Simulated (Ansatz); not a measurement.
System: Be2F2, net charge 0, singlet state. SMILES: [F][Be][Be][F]
Structure (B3LYP-D3(BJ)/def2-TZVP (Ansatz, an electronic-structure program) minimum search):
```xyz
4

F      0.0000     0.0000    -2.3946
Be     0.0000     0.0000    -1.0211
Be     0.0000     0.0000     1.0211
F      0.0000     0.0000     2.3946
```

Atomisation energy built up term by term with Ansatz (kcal/mol; UHF references for open shells; valence terms freeze the core; atomic spin-orbit terms are left out; no core correlation term is included; no scalar relativity (X2C) term is included). CBS(X,Y): correlation extrapolated as X^-3; Hartree-Fock from the larger set.

```tsv
term	basis	kcal/mol
Hartree-Fock	def2-QZVPPD	281.04
CCSD correlation	CBS(def2-TZVPPD,def2-QZVPPD)	59.96
(T)	CBS(def2-TZVPPD,def2-QZVPPD)	7.12
sum: De		348.1
```

(T) makes 2.0 % of the CCSD(T) atomisation energy; under 5 % is typical of single-reference molecules.
